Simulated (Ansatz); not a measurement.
```yaml
crystal:
  periodic: [false, false, false]
  atoms:
    - {symbol: Ge, position_ang: [-1.264704, -0.483982, 0.749125]}
    - {symbol: Ge, position_ang: [1.176644, 0.251495, -0.973236]}
    - {symbol: Te, position_ang: [-0.636788, -1.682878, -1.621183]}
    - {symbol: Te, position_ang: [1.310298, -0.213624, 1.766045]}
    - {symbol: Te, position_ang: [-0.585450, 2.128989, 0.079239]}
basis:
  gaussian: {orbitals: def2-TZVPD, initial_orbitals: start.molden}
total_charge: -1
magnetization: {spin_polarized: true, initial_magnetization: 1}
hamiltonian: {xc: hse06, dispersion: d4}
scf: {omitted_lower_state_checks: [starts]}
output: {orbitals: {seedname: orbitals}}
```

The file start.molden holds the orbitals of an earlier run on this structure, at another level or in another basis.

```sh
$ ansatz run in.yaml --threads 4 --pin off --events-out ev --progress --plain --max-ram 4787MiB
```

Problem. Does this run fit into the memory that it is given?

Solution. No. It has 285 basis functions, and Ansatz plans for 4.76 GiB where 4.67 GiB are given.
